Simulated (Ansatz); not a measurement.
A nudged elastic band was laid between two geometries of C₂H₁₀Al₂Si (15 atoms, charge 0, multiplicity 1).

Theory: RKS PBE0/cc-pVDZ in Ansatz 0.2.0.

```
movable images  : 5
climbing image  : yes
spring          : 5.0 eV/Å²
optimiser       : quadratic models (default)
start path      : IDPP
force threshold : 0.05 eV/Å
iteration limit : 60
end points      : relaxed
```

First end point:

```xyz
15
Properties=species:S:1:pos:R:3
C -1.586 -0.162 -0.592
C -0.222 -0.875 -0.663
Al -0.140 -2.612 0.255
Al 1.337 0.244 -0.221
Si 1.019 2.474 0.788
H -1.606 0.788 -1.153
H -1.852 0.084 0.449
H -2.411 -0.779 -0.986
H 0.046 -1.172 -1.705
H 1.026 -3.647 -0.097
H -1.237 -2.975 1.363
H 2.806 -0.331 -0.506
H -0.065 3.259 0.099
H 0.598 2.337 2.229
H 2.265 3.315 0.771
```

Last end point:

```xyz
15
Properties=species:S:1:pos:R:3
C -1.248 0.192 -1.141
C -0.080 -0.762 -0.824
Al -0.621 -2.531 -0.155
Al 1.366 0.012 0.265
Si 1.004 2.145 1.453
H -0.916 1.143 -1.592
H -1.804 0.457 -0.227
H -1.984 -0.247 -1.837
H 0.491 -1.050 -1.739
H 0.424 -3.742 -0.162
H -2.105 -2.747 0.406
H 2.753 -0.781 0.389
H 0.085 1.933 2.628
H 2.269 2.754 1.988
H 0.343 3.175 0.577
```

(1) What changes between the two ends?

(2) Give the energies along the band, and the barrier.

(3) What is the geometry of the highest image?

Results:

(1) No bond is made or broken. The dihedral H12–Al4–Si5–H15 goes from 14 to 136°.

(2) The forces met the threshold. The highest image is number 3 of 0 to 6, 0.0 kcal/mol above the ends, which have the same energy within 2 meV. The top lies less than 8 meV above the higher end, about what the thresholds resolve: the motion is nearly free. A vibrational analysis at the climbing image gives no mode beyond 40i cm⁻¹: the surface is too flat there to confirm a saddle point.

```csv
image,path coordinate (Å),energy (kcal/mol),dihedral H12–Al4–Si5–H15 (°)
0,0.00,0.0,14
1,0.82,0.0,34
2,1.63,0.0,54
3,2.45,0.0,74
4,3.24,0.0,95
5,4.03,0.0,115
6,4.82,0.0,136
```

(3) 
```xyz
15
Properties=species:S:1:pos:R:3
C -1.337 0.047 -1.111
C -0.106 -0.817 -0.777
Al -0.518 -2.575 0.007
Al 1.326 0.093 0.227
Si 0.990 2.291 1.302
H -1.074 1.004 -1.593
H -1.905 0.301 -0.200
H -2.045 -0.462 -1.785
H 0.461 -1.116 -1.690
H 0.579 -3.738 -0.009
H -1.953 -2.827 0.669
H 2.754 -0.628 0.349
H -0.456 2.690 1.424
H 1.578 2.306 2.688
H 1.684 3.380 0.527
```

Time of the run: 75 s on 2 threads of INTEL(R) XEON(R) PLATINUM 8581C CPU @ 2.10GHz (Emerald Rapids), with other jobs on the host, peak memory 0.4 GiB.
